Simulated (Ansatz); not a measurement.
Relaxation of FH5N2Si (9 atoms, charge 0, multiplicity 1), to a largest force component of 0.03 eV/Å in at most 50 steps.

These are results of Ansatz 0.2.0, RHF/def2-SVP, not measurements.

```xyz
9
Properties=species:S:1:pos:R:3:forces:R:3
Si -0.824 0.022 0.364 -0.29 0.04 -0.16
H 1.550 0.146 1.569 0.80 -0.13 -0.78
N 2.175 0.017 0.765 -0.50 0.13 0.77
H 2.039 -0.903 0.383 -0.01 0.08 0.03
H 1.960 0.705 0.064 0.03 -0.06 0.07
F -0.307 1.060 -0.796 -0.04 -0.06 0.06
N -0.882 -1.384 -0.595 0.00 0.01 -0.02
H -1.203 -2.265 -0.241 -0.01 -0.01 0.00
H -0.651 -1.422 -1.572 0.01 0.01 0.02
```

Question: Where does it end, and by what steps?

Answer: The forces met the threshold. After 7 steps the energy has fallen by 0.096 eV; H2 moved furthest, 0.47 Å.

| step | energy less start (eV) | largest force component (eV/Å) | accepted |
| --- | --- | --- | --- |
| 0 | 0.0000 | 0.801 | yes |
| 1 | -0.0659 | 0.471 | yes |
| 2 | -0.0801 | 0.334 | yes |
| 3 | -0.0885 | 0.436 | yes |
| 4 | -0.0841 | 0.395 | no |
| 5 | -0.0943 | 0.141 | yes |
| 6 | -0.0953 | 0.101 | yes |
| 7 | -0.0960 | 0.030 | yes |

```xyz
9
Properties=species:S:1:pos:R:3
Si -1.159 0.012 0.251
H 1.993 0.240 1.682
N 2.366 0.040 0.771
H 2.048 -0.873 0.497
H 1.984 0.708 0.124
F -0.417 1.030 -0.793
N -1.006 -1.414 -0.664
H -1.369 -2.295 -0.352
H -0.584 -1.471 -1.573
```

Whether the end is a true minimum wasn't checked by a vibrational analysis.

The run took 9.9 s on 1 thread of Arm Neoverse V2 (shared host), peak memory 0.15 GiB.
